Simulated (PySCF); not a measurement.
Species: C6H9FS.
Atom-mapped SMILES: `[CH2:1]=[CH:2][C@H:3]([F:4])[CH2:5][C:6]([CH3:7])=[S:8]` (hydrogens: H9, H10 on C1; H11 on C2; H12 on C3; H13, H14 on C5; H15, H16, H17 on C7)

Structure optimised with GFN2-xTB, isolated species.

**Question.** Give the optimised bond lengths and angles.

**Answer.** 
| bond | length (bohr) |
| --- | --- |
| C1=C2 | 2.492 |
| C2–C3 | 2.832 |
| C3–F4 | 2.608 |
| C3–C5 | 2.920 |
| C5–C6 | 2.830 |
| C6–C7 | 2.804 |
| C6=S8 | 3.069 |
| C1–H9 | 2.032 |
| C1–H10 | 2.035 |
| C2–H11 | 2.042 |
| C3–H12 | 2.079 |
| C5–H13 | 2.060 |
| C5–H14 | 2.064 |
| C7–H15, C7–H16, C7–H17 | 2.059 |

Bonds in one row agree within 0.02 bohr and their mean is given. A selection of angles:
| angle | degrees |
| --- | --- |
| C1–C2–C3 | 124.7 |
| C2–C3–F4 | 111.2 |
| C2–C3–C5 | 112.2 |
| F4–C3–C5 | 108.9 |
| C3–C5–C6 | 111.2 |
| C5–C6–C7 | 117.0 |
| C5–C6–S8 | 120.6 |
| C7–C6–S8 | 122.3 |

Dihedral angles: C1–C2–C3–F4 5° (synperiplanar); C2–C3–C5–C6 53° (synclinal); C3–C5–C6–C7 84° (synclinal).

Of the pairs four or more bonds apart, F4···H16 is among the closest relative to their van der Waals radii: 2.41 Å, 90 % of the sum of Bondi's values. The C–C distances run from 1.319 Å (C1=C2, drawn double) to 1.545 Å (C3–C5, drawn single), a spread of 0.226 Å.

Point group: C1 (no symmetry element, even within 0.4 Å). Whether it is a minimum is left open (no frequencies). The numbers are those of one conformer.

The numbers are calculated, not measured.
